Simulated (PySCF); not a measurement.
Gas-phase reaction: 2 K2 + 2 H2O ⇌ 4 KH + O2

Method: PySCF energies plus ideal-gas RRHO corrections (1 bar). Table values come from the NASA 1993 polynomials. After a fit of one offset per element over all species, the range-separated, M06-2X, PBE0/def2-QZVP and CCSD(T)/def2-TZVPP enthalpies, where run, lie to one side of the table for K2 (-20 kJ/mol): a fault of the table's entry, another state or a shared error of the levels is possible; this was not checked at source. † marks an energy on the PBE0/def2-TZVP geometry and frequencies. MP2 freezes the core. Open shells (unrestricted): O2 (multiplicity 3); the rest are closed-shell singlets. B3LYP is the form with VWN-RPA correlation. For K the outer core is correlated in a valence basis, which is rough. MP2 isn't extrapolated to the basis-set limit; its ΔH°(298 K) is 801.2 kJ in def2-SVP and 828.8 kJ in def2-TZVPP. The harmonic model lacks anharmonicity and excited electronic states, which grow with temperature; levels with a mode under 35 cm⁻¹ are left out. The table's entry may be an old estimate for K2, KH (not checked at source).

```csv
level,"ΔH°(298 K), kJ",minus table,"ΔG°(1800 K), kJ"
table,728.4,-,475.6
B3LYP/def2-TZVP†,701.5,-26.9,452.0
MP2/def2-TZVPP†,828.8,100.4,579.2
PBE/def2-TZVP†,702.1,-26.3,452.5
PBE0/def2-QZVP†,740.2,11.8,490.7
r2SCAN/def2-TZVP†,669.7,-58.7,420.2
LDA/def2-TZVP†,755.6,27.2,506.1
ωB97X-V/def2-TZVP†,663.8,-64.6,414.3
```
